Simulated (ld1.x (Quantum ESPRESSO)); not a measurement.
# What the settings do to the TM potential of carbon

Base potential:

ld1.x (Quantum ESPRESSO) 7.5 input, shortened:

```
&input
   title='C', zed=6., rel=0, dft='PBE', iswitch=3,
   config='[He] 2s2 2p2 3d-2'
 /
 &inputp
   pseudotype=2, tm=.true., lloc=1,
   nlcc=.true., new_core_ps=.true., rcore=1.05
 /
3
2S  1  0   2.00   0.00  1.10  1.10  0.0
3D  3  2  -2.00   0.40  3.35  3.35  0.0
2P  2  1   2.00   0.00  3.20  3.20  0.0
 &test
   configts(1)='2s2 2p2'
 /
```

All-electron outer shells of the reference configuration (PBE, non-relativistic, ld1.x):

| shell | level (eV) | outermost node (bohr) | outermost maximum (bohr) |
| --- | --- | --- | --- |
| 2s | -13.74 | 0.38 | 1.22 |
| 2p | -5.29 | – | 1.20 |

Cutoffs, loose and tight: the cutoffs (Ry, on a coarse ladder) from which the occupation-weighted sum of valence levels, in a spherical-Bessel basis at the reference potential, stays within 10 and 1 mRy of its value at 400 Ry. They do not see the model core or the augmentation charge, which bear on the density cutoff. Test errors are all-electron minus pseudo excitation energies from the reference, over the configurations 2s2 2p1; 2s2 2p0; 2s1 2p0; 2s2 2p1.5; 2s1 2p3; 2s2 2p2.3; 2s1 2p2. A dash means not determined; rows that change the core or the reference have their own tests.

A true bound ghost makes a file unfit for plane-wave use even where its test errors are small: the radial tests pick states by their node count and pass the ghost by.

Cutoffs are not given where the Bessel-basis levels miss the radial ones by over 6 mRy, ghosts where they miss by over 20 mRy; a channel whose overlap is not positive is not tested.

```csv
change,outcome,"cutoff, loose","cutoff, tight",bound ghosts,largest test error (meV)
base,generated,35 Ry,90 Ry,none,+2578
scalar-relativistic,generated,35 Ry,90 Ry,none,+2580
wave 3d channel at 0.4 Ry: rc 3.35 bohr becomes 3d channel at 0.4 Ry: rc 4.04 bohr,generated,35 Ry,90 Ry,none,+2578
wave 3d channel at 0.4 Ry: rc 3.35 bohr becomes 3d channel at 2.29 Ry: rc 3.35 bohr,generated,35 Ry,90 Ry,none,+2578
wave 2s (bound): rc 1.10 bohr becomes 2s (bound): rc 1.18 bohr,generated,35 Ry,90 Ry,none,+2580
core correction Bessel-smoothed model core inside 0.66 bohr,generated,35 Ry,90 Ry,none,+2622
functional PBEsol,generated,35 Ry,90 Ry,none,+2463
"all radii but the core radius scaled by about 1.08 (s 1.18, p 3.46, d 3.62 bohr)",generated,35 Ry,90 Ry,none,+3228
```

Task: What comes out with this change to the base: type ultrasoft; waves now 2s (bound): rcut 0.95, rcutus 1.10 bohr; 2s channel at -0.55 Ry: rcut 0.95, rcutus 1.10 bohr; 2p (bound): rcut 2.80, rcutus 3.20 bohr; 2p channel at 0.35 Ry: rcut 2.80, rcutus 3.20 bohr; 3d channel at 0.4 Ry: rcut 2.90, rcutus 3.35 bohr; 3d channel at 1.85 Ry: rcut 2.90, rcutus 3.35 bohr; local potential all-electron potential smoothed inside 2.95 bohr (lloc = -1); augmentation built from norm-conserving waves at rcut, not smoothed further?

Result: outcome: generated; bound ghosts: not determined; largest test error (meV): +1842.

Task: What comes out with this change to the base: local potential all-electron potential smoothed inside 2.15 bohr (lloc = -1)?

Result: outcome: generated; cutoff, loose: 35 Ry; cutoff, tight: 90 Ry; bound ghosts: s; largest test error (meV): +2329.
